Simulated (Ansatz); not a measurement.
Program: Ansatz. Geometries: PBE0-D4/def2-TZVP. ΔE: electronic, gas phase. CCSD(T)/CBS is the MP2 limit (def2-TZVPP, def2-QZVPP) plus CCSD(T) − MP2 in def2-TZVPP, frozen cores. This one scheme is used for every species. Functionals use def2-TZVPP. B3LYP here is the variant with VWN-RPA as its local correlation; programs differ in this. For Ge outer-core shells are correlated without core-valence functions, which leaves a few kJ/mol of doubt a bond. Scalar relativity is left out up to krypton. Each species was taken in one conformer, which may not be the lowest.

Reaction (formal exchange of groups at a Ge–C bond): `[GeH3][C]1=CC1` + `CC[SiH3]` → `[SiH3]C[CH2][GeH3]` + `C1=CC1`

```
          level  ΔE (kJ/mol)
        PBE0-D4         28.0
        ωB97M-V         27.0
         B2PLYP         31.2
           PBE0         29.3
          B3LYP         31.5
CCSD/def2-TZVPP         29.1
   HF/CBS(def2)         35.7
 CCSD/CBS(def2)         26.1
```

**Question.** What does CCSD(T)/CBS give? (Estimate.)

**Answer.** Computed: +25.9 kJ/mol. The listed levels differ from it by 2.1, 1.1, 5.3, 3.4, 5.6, 3.2, 9.8, 0.2 kJ/mol.

Largest T1 diagnostic among the species: 0.011.

In def2-TZVPP, CCSD(T) changes the Hartree–Fock value by −6.8 kJ/mol (the triples alone add −0.2 kJ/mol) and MP2 by −5.4 kJ/mol.
